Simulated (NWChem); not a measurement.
Species: C$_{4}$H$_{6}$O; SMILES C(C=O)C=C

```xyz
11

C     -0.3106     2.2674     0.1106
C      0.1100     1.1446    -0.4740
C      0.6636    -0.0530     0.2584
C     -0.3223    -1.2147     0.2262
O     -0.0912    -2.3005    -0.2537
H     -0.2533     2.4097     1.1880
H     -0.7189     3.0920    -0.4672
H      0.0360     1.0430    -1.5567
H      0.8395     0.2071     1.3120
H      1.6057    -0.3997    -0.1809
H     -1.3122    -0.9847     0.6809
```
Atoms are numbered in this order, from 1.

All runs: NWChem. Pople sets run with spherical d functions. Coordinates come from a B3LYP/6-31G* (spherical d) optimisation. B3LYP is NWChem's, with the RPA form of VWN correlation. Level: B3LYP/6-31G* with SMD (1 M gas to 1 M solution), gas-phase geometry.

For solvent water:

| Property | Result |
|---|---|
| solvation free energy (kcal/mol) | -2.2 |
| cavity-dispersion-structure term (kcal/mol) | 4.6 |
| dipole in solution (D) | 3.38 |

Problem. How do the values read with solvent toluene instead?

Solution. The solvation free energy (kcal/mol) is -4.4. The cavity-dispersion-structure term (kcal/mol) is -1.9 and the dipole in solution (D) comes out as 2.77.
